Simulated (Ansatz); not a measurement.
Input file for Ansatz (a first-principles code): R-CCSD(T)/cc-pVTZ on GeH2O (SMILES [OH][GeH]), a point of a torsion scan. The run froze 15 orbitals, filled d shells among them.

Ansatz 0.2 input:
```yaml
crystal:
  periodic: [false, false, false]
  atoms:
    - {symbol: O, position_ang: [-0.81851582, 0.17136891, 0.22934786]}
    - {symbol: Ge, position_ang: [0.70327463, 0.85641008, -0.31886517]}
    - {symbol: H, position_ang: [-1.44662854, -0.46243052, -0.09748752]}
    - {symbol: H, position_ang: [1.61570432, 0.32679712, 1.01009024]}
basis:
  gaussian:
    orbitals: cc-pVTZ
magnetization: {spin_polarized: false}
correlation: {method: ccsd_t, electrons: outside_noble_gas}
scf: {lower_state_search: off}
```

Output:

```
WARN ansatz: RAYON_NUM_THREADS=1 ignored (pool sized by the plan → 1); use --threads N
Functional definition: HF
these checks for a lower state are left out or cut short: stability, starts, cluster_reference, orbital_swaps, neighbouring_geometries, increment
integrals: 0.11 GiB planned
621 factors; integrals over basis functions are off by at most 7.7e-4 eV
mean field: 0.21 GiB planned
mean field evaluation 1: about -58541.1960 eV, gradient 3.7e1 eV
mean field evaluation 2: about -58541.2389 eV, gradient 3.8e1 eV
mean field evaluation 4: about -58543.7791 eV, gradient 2.0e0 eV
mean field evaluation 8: about -58543.8044 eV, gradient 1.4e-1 eV
mean field -58543.80452889 eV, -2151.4451340206 hartree, gradient 2.1e-6 eV, S^2 0.000000; 0 other end points of the search recorded, 0 dependent functions left out
15 core orbitals not correlated
reference -58543.80452889 eV, -2151.4451340206 hartree; 6, 6 occupied and 80, 80 virtual orbitals, 621 factors
second order -9.32253292 eV of doubles, -0.00000000 eV of singles
coupled cluster: 0.23 GiB planned
cycle   1  -9.44781259 eV  change   -1.3e-1 eV  update   8.3e-2
cycle   2  -9.72872539 eV  change   -2.8e-1 eV  update   3.0e-2
cycle   3  -9.81722506 eV  change   -8.8e-2 eV  update   1.8e-2
cycle   4  -9.80417552 eV  change    1.3e-2 eV  update   4.8e-3
cycle   5  -9.80425789 eV  change   -8.2e-5 eV  update   2.3e-3
cycle   6  -9.80491870 eV  change   -6.6e-4 eV  update   7.8e-4
cycle   7  -9.80441908 eV  change    5.0e-4 eV  update   3.7e-4
cycle   8  -9.80445652 eV  change   -3.7e-5 eV  update   1.5e-4
cycle   9  -9.80452650 eV  change   -7.0e-5 eV  update   7.6e-5
cycle  10  -9.80448161 eV  change    4.5e-5 eV  update   4.1e-5
cycle  11  -9.80450560 eV  change   -2.4e-5 eV  update   2.4e-5
cycle  12  -9.80450422 eV  change    1.4e-6 eV  update   9.0e-6
perturbative correction -0.34748059 eV, -0.0127696762 hartree
Total energy: -58553.95651370 eV, -2151.8182125812 hartree
Checks for a lower state left out: stability, starts, cluster_reference, orbital_swaps, neighbouring_geometries, increment
```

The run converged.

Cost: roughly 3 core-seconds.
